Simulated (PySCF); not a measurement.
PySCF input file for GaF2I, SMILES [F][Ga]([F])[I], IEF-PCM-M06-2X/def2-SVP. Geometry: B3LYP-D3(BJ)/def2-SVP. The def2 effective core potentials stand for the cores of I; spin–orbit coupling is left out.

```python
import numpy as np
from pyscf import gto, scf, dft
from pyscf.solvent import pcm

mol = gto.M(
    atom='''
    Ga    0.00000000    0.00000000   -1.11201134
    F     0.00000000    1.47022026   -2.04878565
    F     0.00000000   -1.47022026   -2.04878565
    I     0.00000000    0.00000000    1.34623572
    ''',
    basis='def2-SVP',
    ecp={'I': 'def2-svp'},
    charge=0,
    spin=0,
    max_memory=1600,
    verbose=3,
)
mf = dft.RKS(mol, xc='m06-2x').density_fit(auxbasis='def2-universal-jkfit')
mf.grids.level = 4
mf.conv_tol = 1e-9
mf.max_cycle = 100
mf.kernel()
res = {}
for name, eps in {'water': 78.355, 'N,N-dimethylformamide': 37.219, 'chloroform': 4.7113}.items():
    s = mf.PCM()
    s.with_solvent.method, s.with_solvent.eps, s.with_solvent.lebedev_order = 'IEF-PCM', eps, 29
    s.kernel(mf.make_rdm1())
    res[name] = (s.e_tot, eps, s.dip_moment(), s.mo_energy, s.converged)
    print(f'{name}: electrostatic solvation free energy {(s.e_tot - mf.e_tot) * 627.509474:.3f} kcal/mol')
```

It prints:

```
converged SCF energy = -2421.82952256657

WARN: PCM is an experimental feature. It is still in testing.
Features and APIs may be changed in the future.

converged SCF energy = -2421.8418872989
Dipole moment(X, Y, Z, Debye): -0.00000,  0.00000,  1.91531
water: electrostatic solvation free energy -7.759 kcal/mol

WARN: PCM is an experimental feature. It is still in testing.
Features and APIs may be changed in the future.

converged SCF energy = -2421.84160268208
Dipole moment(X, Y, Z, Debye):  0.00000,  0.00000,  1.91650
N,N-dimethylformamide: electrostatic solvation free energy -7.580 kcal/mol

WARN: PCM is an experimental feature. It is still in testing.
Features and APIs may be changed in the future.

converged SCF energy = -2421.83828827662
Dipole moment(X, Y, Z, Debye): -0.00000,  0.00000,  1.91852
chloroform: electrostatic solvation free energy -5.501 kcal/mol
```

The run converged.

Cost: about 80 core-seconds (a rough figure).
